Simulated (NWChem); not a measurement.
# GaHOBrF; SMILES [OH][Ga]([F])[Br]

```xyz
5

Ga     0.0386    -0.7315     0.0000
F     -1.4361    -1.6655     0.0000
Br    -0.0685     1.5151     0.0000
O      1.5732    -1.6007     0.0000
H      1.4636    -2.5591     0.0000
```
Atoms are numbered in this order, from 1.

Level: PBE0/def2-SVP (NWChem), optimised geometry, unscaled harmonic frequencies. This build's default masses of Se (78.918 u) and Br (79.917 u) are each other's, which moves their modes by up to 0.6 %.

```csv
frequency (cm⁻¹),IR intensity (km/mol)
130,2.1
171,17.2
177,34.5
324,35.6
351,129.8
703,62.2
754,100.0
835,74.2
3894,113.2
```

```yaml
zero_point_energy: 10.5 kcal/mol
thermal correction to the enthalpy at 298.15 K (with zero-point energy): 14.7 kcal/mol
heat capacity Cv: 17.0 cal/(mol K)
entropy at 298.15 K and 1 atm (symmetry number 1): 80.1 cal/(mol K)
dipole_moment: 1.11 D
```

Rigid rotor and harmonic oscillator.
